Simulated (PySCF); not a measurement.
C3H3F4, SMILES F[CH]CC(F)(F)F, multiplicity 2.

Geometry optimised at B3LYP-D3(BJ)/def2-SVP. The isomer is the one that the SMILES or the coordinates give; other isomers of the formula were not compared. The values are those of a single conformer.

The numbers are results of PySCF with TDA-PBE/def2-SVPD, not measurements.

Vertical excitations. Isolated molecule, no solvent.

Problem. Give excitation energies, oscillator strengths and character. (Estimate from the structure and the level; the computed values follow.)

Solution. 
```tsv
state	energy (eV)	λ (nm)	f	main pairs
root 1	5.04	246	0.009	α HOMO→LUMO 100 %
root 2	5.71	217	0.008	α HOMO→LUMO+1 99 %
root 3	5.85	212	0.002	β HOMO→LUMO 98 %
root 4	6.17	201	0.003	α HOMO→LUMO+2 58 %, α HOMO→LUMO+3 41 %
root 5	6.18	201	0.008	α HOMO→LUMO+3 58 %, α HOMO→LUMO+2 39 %
root 6	6.32	196	0.001	α HOMO→LUMO+4 98 %
root 7	6.59	188	0.030	β HOMO−1→LUMO 94 %
root 8	6.78	183	0.000	β HOMO−2→LUMO 100 %
root 9	6.87	181	0.001	α HOMO→LUMO+5 94 %, β HOMO−3→LUMO 5 %
root 10	6.93	179	0.000	α HOMO→LUMO+5 5 %, β HOMO−3→LUMO 94 %
```
Unrestricted roots are not spin-pure.
